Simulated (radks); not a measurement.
The carbon anion C4-, [Ne], held by a Watson sphere: a shell of charge +3.91 at radius R that stands for the Madelung well of a crystal (potential energy -3.91/R inside, -3.91/r outside, in hartree with lengths in bohr). Method: non-relativistic Kohn-Sham, LDA (Slater exchange, Perdew-Wang correlation), spin-unpolarised, spherical densities, point nucleus; computed with a radial shooting solver on a logarithmic mesh with Libxc functionals. Response by self-consistent Sternheimer equations with the Hartree and adiabatic LDA kernel. The sphere does not respond.

| R (bohr) | e(1s) (eV) | e(2s) (eV) | e(2p) (eV) | <r> 2p (bohr) | sum of <r^2> (bohr^2) | X-ray form factor at sin(theta)/lambda = 0.1 1/angstrom | alpha (bohr^3) |
|---|---|---|---|---|---|---|---|
| 1.66 | -261.27 | -16.765 | -7.975 | 1.794 | 30.32 | 8.098 | 17.50 |
| 1.88 | -261.91 | -15.653 | -7.258 | 1.924 | 34.53 | 7.881 | 22.89 |
| 2.13 | -262.72 | -14.503 | -6.535 | 2.069 | 39.59 | 7.637 | 30.66 |
| 2.74 | -264.29 | -12.318 | -5.121 | 2.421 | 53.16 | 7.064 | 60.00 |
| 3.66 | -265.46 | -10.454 | -3.745 | 2.968 | 77.71 | 6.307 | 149.0 |
| 3.82 | -265.57 | -10.261 | -3.577 | 3.065 | 82.57 | 6.191 | 171.9 |
